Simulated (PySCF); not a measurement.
# Electronic structure of As²⁺ (arsenic, charge +2) at the UHF level

Configuration: [Ar] 3d10 4s2 4p1, 2P determinant. Computed with PySCF 2.14 in dyall-av2z (16s12p8d, 92 functions), with the non-relativistic Hamiltonian (point nucleus).

| Property | Result |
| --- | --- |
| Total energy | -2233.206036 hartree |
| One-electron energy | -3089.2583 hartree |
| Hartree (Coulomb) energy | 937.0028 hartree |
| Exchange energy | -80.9506 hartree |
| Kinetic energy | 2233.25995 hartree |
| ⟨S²⟩ | 0.7590 |
| ⟨L²⟩ | 2.027 |
| Sum of ⟨r⟩ | 19.10 bohr |
| Sum of ⟨r²⟩ | 22.93 bohr² |
| Traceless quadrupole moment −½Σ⟨3z² − r²⟩ along its main axis | -2.25 e·bohr² |
| Density at the nucleus (Gaussians lack the cusp) | 24500 bohr⁻³ |
| Spin density at the nucleus | -0.0364 bohr⁻³ |
| Langevin diamagnetic susceptibility | -18.2 ×10⁻⁶ cm³/mol |

```tsv
shell	electrons	mean orbital energy (eV)	spread (eV)	rms radius, mean of both spins (bohr)
1s α	1	-11793.2	0	0.0537
1s β	1	-11793.1	0	0.0537
2s α	1	-1554.0	0	0.224
2s β	1	-1554.0	0	0.224
2p α	3	-1386.5	0.068	0.198
2p β	3	-1386.4	0.206	0.198
3s α	1	-240.19	0	0.649
3s β	1	-240.00	0	0.649
3p α	3	-181.66	0.074	0.671
3p β	3	-181.39	0.658	0.671
3d α	5	-79.092	0.366	0.742
3d β	5	-78.957	0.641	0.742
4s α	1	-38.355	0	2.00
4s β	1	-35.595	0	2.00
4p α	1	-27.707	0	2.35
```

Spin-orbit constants ζ (cm⁻¹) from the X2C one-electron operator on these orbitals (non-relativistic here): bare nucleus, nucleus screened by l(l+1)(2l+1)/3 electrons, and screened by the Breit-Pauli mean field of the electrons.

| shell | bare | screened nucleus | mean field |
| --- | --- | --- | --- |
| 2p | 190400 | 178800 | 173300 |
| 3p | 25830 | 24270 | 23360 |
| 3d | 3219 | 2243 | 2084 |
| 4p | 1807 | 1698 | 1621 |

To first order the Landé constant is A = 1621 cm⁻¹, so the lowest level has J = 1/2 and lies 0.201 eV below the centre of the term.
